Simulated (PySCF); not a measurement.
Ge(I)(Me)3, SMILES [CH3][Ge]([CH3])([CH3])[I], B3LYP/def2-SVP optimised geometry.

```
14

C     -1.53    -1.54     1.63
Ge    -0.80    -0.72     0.00
C     -1.53    -1.54    -1.63
C      1.17    -0.72     0.00
I     -1.55     1.76     0.00
H     -1.23    -2.60     1.67
H     -1.15    -1.03     2.52
H     -2.63    -1.48     1.63
H     -2.63    -1.48    -1.63
H     -1.14    -1.03    -2.52
H     -1.23    -2.60    -1.67
H      1.55    -0.21     0.89
H      1.54    -1.76     0.00
H      1.55    -0.20    -0.89
```

Density from B3LYP/def2-TZVP, def2 effective core potentials past Kr (PySCF) at that geometry. The core electrons that the potentials of I replace are not part of the density.

Minimum of the electron density along straight lines between bonded atoms, close to the bond critical point (lines longer than 1.1 times the sum of covalent radii, or with two minima, are not listed):

| bond | length / Å | ρ at the minimum / e bohr⁻³ | ∇²ρ there / e bohr⁻⁵ | position (fraction from the first atom) |
|---|---|---|---|---|
| C1–Ge2 | 1.966 | 0.126 | 0.07 | 0.53 |
| Ge2–C3 | 1.966 | 0.126 | 0.07 | 0.47 |
| Ge2–C4 | 1.966 | 0.126 | 0.07 | 0.47 |
| Ge2–I5 | 2.587 | 0.072 | -0.02 | 0.43 |
| C1–H6 | 1.102 | 0.268 | -0.88 | 0.64 |
| C1–H7 | 1.100 | 0.271 | -0.90 | 0.64 |
| C1–H8 | 1.100 | 0.271 | -0.90 | 0.64 |
| C3–H9 | 1.100 | 0.271 | -0.90 | 0.64 |
| C3–H10 | 1.100 | 0.271 | -0.90 | 0.64 |
| C3–H11 | 1.102 | 0.268 | -0.88 | 0.64 |
| C4–H12 | 1.100 | 0.271 | -0.90 | 0.64 |
| C4–H13 | 1.102 | 0.268 | -0.88 | 0.64 |
| C4–H14 | 1.100 | 0.271 | -0.90 | 0.64 |
